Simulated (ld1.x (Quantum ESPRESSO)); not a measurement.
**Scattering properties, RRKJ potential for gallium**

| Quantity | Value |
| --- | --- |
| Element | Ga |
| Generator | ld1.x (Quantum ESPRESSO) 7.5 |
| Type | norm-conserving RRKJ (Kleinman–Bylander form) |
| Functional | PBE |
| Relativity | fully relativistic |
| Frozen core | [Ar] 3d10 |
| Valence charge | 3 |
| Reference configuration | 4s1 4p0 (charge +2) |
| Partial waves | 4p (bound, empty): rc 2.20 bohr; 4s (bound): rc 1.40 bohr |
| Local potential | the s channel |
| Core correction | Bessel-smoothed model core inside 0.85 bohr |
| rho0 | 0.001 |

Open shells are filled in proportion to 2j + 1 (rel_dist='average').

The phase is arctan(r·u′/u) with u = r·R(r), unwrapped; energies in Ry, scanned from -4 to 5 Ry. A pole is an energy at which the radial function vanishes at the test radius. The pseudo phase is shifted by a multiple of π to meet the all-electron one at the reference energy, and phase errors are pseudo minus all-electron; the curves can meet again beyond the range given. Levels narrower than the energy grid can be missing from the lists of poles.

```
channel  radius (bohr)  reference energy (Ry)  poles, all-electron  poles, pseudo  unbroken range about the reference energy with phases within 0.05 rad  phase error 1 Ry above the reference energy (rad)
      s           2.39                  -1.92                -0.47          -0.51                                                              below 1.3                                             -0.004
   p1/2           2.39                  -1.32                 0.70           0.78                                                              below 2.8                                             +0.004
   p3/2           2.39                  -1.30                 0.78           0.81                                                              below 3.6                                             +0.001
```

Phases in the s channel:

| E (Ry) | all-electron | pseudo |
| --- | --- | --- |
| -4.00 | 1.224 | 1.222 |
| -3.76 | 1.190 | 1.188 |
| -3.52 | 1.145 | 1.143 |
| -3.28 | 1.083 | 1.081 |
| -3.04 | 0.991 | 0.988 |
| -2.80 | 0.841 | 0.838 |
| -2.56 | 0.572 | 0.568 |
| -2.32 | 0.078 | 0.075 |
| -2.08 | -0.552 | -0.553 |
| -1.84 | -0.985 | -0.985 |
| -1.60 | -1.218 | -1.219 |
| -1.36 | -1.353 | -1.354 |
| -1.12 | -1.439 | -1.441 |
| -0.88 | -1.499 | -1.503 |
| -0.64 | -1.545 | -1.550 |
| -0.40 | -1.581 | -1.588 |
| -0.16 | -1.613 | -1.621 |
| 0.08 | -1.640 | -1.651 |
| 0.32 | -1.666 | -1.681 |
| 0.56 | -1.691 | -1.710 |
| 0.80 | -1.716 | -1.742 |
| 1.04 | -1.742 | -1.777 |
| 1.28 | -1.770 | -1.820 |
| 1.52 | -1.801 | -1.874 |
| 1.76 | -1.837 | -1.948 |
| 2.00 | -1.881 | -2.061 |
| 2.24 | -1.936 | -2.254 |
| 2.48 | -2.008 | -2.627 |
| 2.72 | -2.109 | -3.282 |
| 2.96 | -2.257 | -3.885 |
| 3.20 | -2.487 | -4.207 |
| 3.44 | -2.843 | -4.377 |
| 3.68 | -3.302 | -4.478 |
| 3.92 | -3.716 | -4.546 |
| 4.16 | -3.998 | -4.596 |
| 4.40 | -4.178 | -4.635 |
| 4.64 | -4.295 | -4.668 |
| 4.88 | -4.377 | -4.696 |
